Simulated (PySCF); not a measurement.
## Ionisation energy of Pt⁷¹⁺ by level of theory

Pt⁷¹⁺ [He] 2s2 2p3 (4S) → Pt⁷²⁺ [He] 2s2 2p2 (3P), as a difference of total energies. Calculation: PySCF 2.14, in an uncontracted even-tempered set (17 s from 53 bohr⁻², ratio 2.2; 10 p from 68 bohr⁻², ratio 2.2; 5 d from 250 bohr⁻², ratio 2.4; 5 f from 380 bohr⁻², ratio 2.4; 4 g from 570 bohr⁻², ratio 2.4); no relativity, point nucleus. Correlated levels: nothing frozen; virtual orbitals above 40 to 60 times the deepest correlated orbital energy dropped. The calculations carry no spin-orbit coupling.

```tsv
method	ionisation energy (eV)
UHF	18429.1
LDA	18419.8
PBE	18422.2
PBE0	18424.2
r2SCAN	18429.0
BLYP	18423.7
M06-2X	18426.1
MP2 (all electrons)	18427.0
SCS-MP2 (all electrons)	18426.0
```

Question: How much does correlation contribute at MP2 (all electrons)?

Answer: 18427.0 − (18429.1) = -2.1 eV, measured against UHF.

Spin-orbit coupling is strong in these open shells (close to jj coupling). The scalar numbers leave it out and a first-order estimate fails, so it can dominate the gap to the real levels.

The gap to the reference is mostly relativistic.

For comparison: 18630 ± 60 eV (theoretical estimate listed by NIST; NIST Atomic Spectra Database, ionization energies).
